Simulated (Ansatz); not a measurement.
```yaml
crystal:
  periodic: [false, false, false]
  atoms:
    - {symbol: C, position_ang: [-1.156650, -1.096395, 0.523890]}
    - {symbol: Ge, position_ang: [-0.336180, 0.678514, 0.610163]}
    - {symbol: C, position_ang: [1.283823, 0.678714, -0.526509]}
    - {symbol: O, position_ang: [1.034351, 0.175781, -1.828628]}
    - {symbol: H, position_ang: [-1.453608, -1.329435, -0.500412]}
    - {symbol: H, position_ang: [-2.049184, -1.134621, 1.149254]}
    - {symbol: H, position_ang: [-0.460646, -1.861157, 0.873408]}
    - {symbol: H, position_ang: [-1.335731, 1.734797, 0.100847]}
    - {symbol: H, position_ang: [0.047015, 1.014595, 2.067622]}
    - {symbol: H, position_ang: [1.634364, 1.704456, -0.653476]}
    - {symbol: H, position_ang: [2.090346, 0.126234, -0.026567]}
    - {symbol: H, position_ang: [0.778802, -0.746681, -1.755494]}
basis:
  gaussian: {orbitals: def2-TZVPD, point_charges: [{charge: -1.00, position_ang: [6.514, -0.200, -0.378]}]}
magnetization: {spin_polarized: true, initial_magnetization: 1}
hamiltonian: {xc: {name: r2SCANh}, dispersion: d3bjatm}
scf: {lower_state_search: off}
```

```sh
$ ansatz run in.yaml --threads 4 --pin off --events-out ev --progress --plain --max-ram 10444MiB
```

Shortened log:

```
Error: a molecule whose nuclei and cores have a total charge of 60 cannot have a net charge of 0 together with 1 unpaired electrons
```

In this input the number of unpaired electrons doesn't fit the electron count. The input was rejected before any iteration.
